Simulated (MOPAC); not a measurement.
A run for MOPAC: PM6 on TeRu, 2S+1 = 5, a spin state set in the input, which need not be the lowest, a point of a bond scan (R = 2.412 Å).

```
PM6 1SCF PRECISE CHARGE=0 UHF MS=2 THREADS=1
RuTe

Ru     0.00000000 1     0.00000000 1     0.00000000 1
Te     0.00000000 1     0.00000000 1     2.41195200 1
```

Program output:

```
*******************************************************************************
 **                                                                           **
 **                              MOPAC v23.2.5                                **
 **                                                                           **
 *******************************************************************************
 ** MOPAC's Digital Object Identifier: https://doi.org/10.5281/zenodo.6511958 **
 **                                                                           **
 ** Please cite the open-source release paper for use of this MOPAC version:  **
 ** J. E. Moussa and J. J. P. Stewart (2026)                                  **
 ** MOPAC: An open-source semiempirical molecular orbital program             **
 ** J. Open Source Softw., 11(119), 8025, https://doi.org/10.21105/joss.08025 **
 *******************************************************************************

                              PM6 CALCULATION RESULTS

 *******************************************************************************
 *  PM6        - The PM6 Hamiltonian to be used
 *  UHF        - UNRESTRICTED HARTREE-FOCK CALCULATION
 *
 *
 *
 *                 CHARGE ON SYSTEM = 0
 *
 *
 *
 *  MS=        - IN MECI, MAGNETIC COMPONENT OF SPIN =  2.0
 *  PRECISE    - TIGHTER CRITERIA TO BE USED
 *  1SCF       - DO 1 SCF AND THEN STOP
 *  THREADS=1  - MULTI-THREADING NOT USED
 *  T=         - A TIME OF 172800.0 SECONDS REQUESTED
 *  DUMP=N     - RESTART FILE WRITTEN EVERY 7200.0 SECONDS REQUESTED
 *******************************************************************************
PM6 1SCF PRECISE CHARGE=0 UHF MS=2 THREADS=1
 RuTe

   ATOM   CHEMICAL          X               Y               Z
  NUMBER   SYMBOL      (ANGSTROMS)     (ANGSTROMS)     (ANGSTROMS)

     1      Ru          0.00000000  *   0.00000000  *   0.00000000  *
     2      Te          0.00000000  *   0.00000000  *   2.41195200  *



          CARTESIAN COORDINATES

    NO.       ATOM           X           Y           Z

     1        Ru          0.0000      0.0000      0.0000
     2        Te          0.0000      0.0000      2.4120

 General Reference for PM6:
 "Optimization of Parameters for Semiempirical Methods V: Modification of NDDO Approximations
 and Application to 70 Elements", J. J. P. Stewart, J. Mol. Mod., 13, 1173-1213 (2007)
 URL: https://link.springer.com/article/10.1007/s00894-007-0233-4

           Empirical Formula: Ru Te  =     2 atoms



      MOLECULAR POINT GROUP   :   C*v


          UHF CALCULATION, NO. OF ALPHA ELECTRONS =    9
                           NO. OF BETA  ELECTRONS =    5

 -------------------------------------------------------------------------------
 PM6 1SCF PRECISE CHARGE=0 UHF MS=2 THREADS=1
 RuTe



     1SCF WAS SPECIFIED, SO BFGS WAS NOT USED
     SCF FIELD WAS ACHIEVED


                              PM6 CALCULATION
                                                       MOPAC v23.2.5 Linux




          FINAL HEAT OF FORMATION =        235.39605 KCAL/MOL =     984.89708 KJ/MOL


          COSMO AREA              =        114.96 SQUARE ANGSTROMS
          COSMO VOLUME            =        108.78 CUBIC ANGSTROMS

          IONIZATION POTENTIAL    =          8.260656 EV
          ALPHA SOMO LUMO (EV)    =         -8.562 -0.113
          BETA  SOMO LUMO (EV)    =         -8.261 -4.130
          NO. OF ALPHA ELECTRONS  =          9
          NO. OF BETA  ELECTRONS  =          5
          MOLECULAR WEIGHT        =        228.6700         POINT GROUP:  C*v

          MOLECULAR DIMENSIONS (Angstroms)

            Atom       Atom       Distance
           Te     2   Ru     1     2.41195
           Te     2   Ru     1     0.00000
           Ru     1   Te     2     0.00000


          SCF CALCULATIONS        =          1





   ATOM   CHEMICAL          X               Y               Z
  NUMBER   SYMBOL      (ANGSTROMS)     (ANGSTROMS)     (ANGSTROMS)

     1      Ru          0.00000000  *   0.00000000  *   0.00000000  *
     2      Te          0.00000000  *   0.00000000  *   2.41195200  *

                             CARTESIAN COORDINATES

   1   Ru        0.000000000     0.000000000     0.000000000
   2   Te        0.000000000     0.000000000     2.411952000


           Empirical Formula: Ru Te  =     2 atoms



      MOLECULAR POINT GROUP   :   C*v


          ALPHA EIGENVALUES
 -76.61716 -11.62988 -11.02790 -11.02790  -9.32834  -9.18415  -9.07973  -8.56234
  -8.56234  -0.11338   0.17309   0.17309   1.50756


           BETA EIGENVALUES
 -69.02068 -10.58972  -9.09015  -9.09015  -8.26066  -4.13036  -3.81671  -2.31136
  -2.31136  -0.03082   0.20522   0.20522   3.45306


              NET ATOMIC CHARGES AND DIPOLE CONTRIBUTIONS

  ATOM NO.   TYPE          CHARGE      No. of ELECS.   s-Pop       p-Pop       d-Pop
    1         Ru          -0.213691        8.2137     0.60090     0.01979     7.59300
    2         Te           0.213691        5.7863     1.92321     3.86310
 DIPOLE           X         Y         Z       TOTAL
 POINT-CHG.     0.000     0.000     2.476     2.476
 HYBRID         0.000     0.000    -1.181     1.181
 SUM            0.000     0.000     1.294     1.294


          ATOMIC ORBITAL ELECTRON POPULATIONS

     Atom    s        px        py        pz      x^2-y^2     xz        z^2       yz        xy
    1 Ru   0.60090   0.00213   0.00213   0.01553   2.00000   1.82717   0.93865   1.82717   1.00000
    2 Te   1.92321   1.17069   1.17069   1.52171


                    (SZ)    =    2.000000
                    (S**2)  =    6.005576


          ATOMIC ORBITAL SPIN POPULATIONS

    Atom   Total    s     px     py     pz   x^2-y^2  xz     z^2    yz     xy
         Atomic
    1 Ru  2.3858  0.177 -0.000 -0.000 -0.002  0.000  0.173  0.866  0.173  1.000
    2 Te  1.6142  0.012  0.827  0.827 -0.052

 **********************
 *                    *
 * JOB ENDED NORMALLY *
 *                    *
 **********************




 == MOPAC DONE ==
```

The run finished.

Cost: very roughly 0.03 core-seconds.
